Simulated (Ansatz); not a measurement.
## A correction line for wB97M-V/def2-TZVPP: vertical ionisation energy

The vertical ionisation energy (cation less neutral) in eV of 6 molecular compounds of Ge: x at wB97M-V/def2-TZVPP, y at CCSD(T)/def2-TZVPP. Shapes, held fixed at every level: PBE0-D4/def2-TZVP. Flexible molecules stand in one conformer, not always the lowest. Programs: Ansatz 0.2.0.

```
                molecule  x (eV)  y (eV)
             Ge(CH3)(OH)    8.93    8.95
                GeH(NH2)    9.02    8.98
                 GeH(SH)    9.43    9.38
                 Ge(OH)2   10.50       ?
                Ge(OH)Cl   10.51   10.43
GeF2 (SMILES [F][Ge][F])   11.68   11.64
```

**Question.** Fit y = c + s·x to the known rows and predict y for Ge(OH)2.

**Answer.** 
1. Means of the 5 rows: x = 9.9140, y = 9.876.
2. Σ(Δx)² = 5.4757, Σ(Δx·Δy) = 5.3977, so the slope is 5.3977/5.4757 = 0.98576.
3. Intercept: 9.876 − (0.98576) × 9.9140 = 0.103. The largest residual of the fit is 0.044.
4. Ge(OH)2: 0.103 + 0.98576 × 10.50 = 10.45 eV.

CCSD(T)/def2-TZVPP gives 10.42 eV, so the prediction is off by +0.03 eV, within the largest residual. Uncorrected, wB97M-V/def2-TZVPP misses Ge(OH)2 by +0.08 eV, and the other rows by 0.05 on average. The line removes about 60 % of this miss. Left out in turn, the other rows are missed by 0.05 eV on average, worse than no correction. Cations run unrestricted. Relativity is left out for Ge. Outer-core shells of Ge are correlated, in sets that cover them unevenly.
